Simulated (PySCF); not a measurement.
# Dipole response of P⁻ (phosphorus, charge -1)

[Ne] 3s2 3p4, high-spin 3P determinant. All numbers are calculated (PySCF 2.14, the non-relativistic Hamiltonian (point nucleus), in aug-cc-pV(5+d)Z (8s7p6d4f3g2h, 136 functions)). Coupled (time-dependent) response in atomic units; α is the mean over directions.

```
method  mean α (bohr³)         α xx, yy, zz  C₆ (like pair)  S(−4)
   UHF           77.72  60.32, 112.5, 60.32           905.3   3419
```

S(−4) is the Cauchy moment in α(ω) = α(0) + S(−4) ω² + …

α(iu) at UHF:

| u (hartree) | α(iu) (bohr³) |
| --- | --- |
| 0 | 77.72 |
| 0.0500 | 70.74 |
| 0.100 | 58.47 |
| 0.200 | 38.51 |
| 0.300 | 26.19 |
| 0.500 | 13.90 |
| 0.750 | 7.597 |
| 1.00 | 4.750 |
| 1.50 | 2.368 |
| 2.00 | 1.432 |
| 3.00 | 0.7104 |
| 5.00 | 0.3038 |

A single London oscillator, α(iu) = α/(1 + u²/ω²), gives C₆ = (3/4) ω α². Matching the computed C₆ needs ω = 4 × 905.3 / (3 × 77.72²) = 0.200 hartree.

For an ion, C₆ is the dispersion term alone; charge-induced terms of lower order in 1/R come first.

The components differ because the open shell of this determinant is not spherical; for a pure term their mean is the scalar polarisability.
